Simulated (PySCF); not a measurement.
A species of formula C4H12OSi2 has this rotational fingerprint, computed with PBE0/def2-SVPD in PySCF (dipole) on a GFN2-xTB geometry, gas phase:

| Item | Value |
| --- | --- |
| Rotational constants | A = 3697, B = 853.8, C = 823.2 MHz |
| Dipole components | \|μa\| = 3.32 D, \|μb\| = 2.16 D, \|μc\| = 1.22 D |
| Inertial defect | -114.72 u·Å² |
| κ | -0.98 |

**Question.** Which structure is it? (One computed conformer of each.)
A. `[O:1]=[C:2]([CH2:3][SiH3:4])[CH2:5][CH2:6][SiH3:7]` with O1–C2–C3–Si4 87°, O1–C2–C5–C6 -29°, C2–C5–C6–Si7 45°
B. `[CH3:1][C@@H:2]1[CH2:3][C@H:4]1[SiH2:5][O:6][SiH3:7]` with C3–C4–Si5–O6 34°
C. `[CH3:1][CH2:2][SiH2:3][O:4][C@@H:5]1[CH2:6][SiH2:7]1` with C1–C2–Si3–O4 -177°, C2–Si3–O4–C5 -177°, Si3–O4–C5–C6 -164°
D. `[CH2:1]=[CH:2][CH2:3][SiH2:4][CH2:5][O:6][SiH3:7]` with C1–C2–C3–Si4 -100°, C2–C3–Si4–C5 61°, C3–Si4–C5–O6 61°, Si4–C5–O6–Si7 179°
E. `[CH3:1][SiH2:2][CH2:3][O:4][C@@H:5]1[CH2:6][SiH2:7]1` with C1–Si2–C3–O4 179°, Si2–C3–O4–C5 -177°, C3–O4–C5–C6 159°

**Answer.** A. It is O=C(C[SiH3])CC[SiH3], a near-prolate asymmetric top, point group C1. The candidates at the same level (rigid rotor, commonest isotopes):

```
                      SMILES  A (MHz)  B (MHz)  C (MHz)  μa (D)  μb (D)  μc (D)  Δ (u·Å²)  point group                        rotor
        O=C(C[SiH3])CC[SiH3]     3697    853.8    823.2    3.32    2.16    1.22   -114.72           C1  near-prolate asymmetric top
    CC[SiH2]O[C@@H]1C[SiH2]1     5445    662.7    654.9    0.27    0.04    0.05    -83.75           C1  near-prolate asymmetric top
    C[SiH2]CO[C@@H]1C[SiH2]1     4896    663.7    626.1    0.05    1.15    0.89    -57.47           C1  near-prolate asymmetric top
          C=CC[SiH2]CO[SiH3]     2398    991.3    778.7    0.13    0.09    0.65    -71.50           C1               asymmetric top
C[C@@H]1C[C@H]1[SiH2]O[SiH3]     2768    990.3    833.1    0.79    0.47    0.14    -86.29           C1               asymmetric top
```

`CC[SiH2]O[C@@H]1C[SiH2]1` has A 47 % too high; `C[SiH2]CO[C@@H]1C[SiH2]1` has A 32 % too high; `C=CC[SiH2]CO[SiH3]` has A 35 % too low; `C[C@@H]1C[C@H]1[SiH2]O[SiH3]` has A 25 % too low. No structure here is proved a minimum.
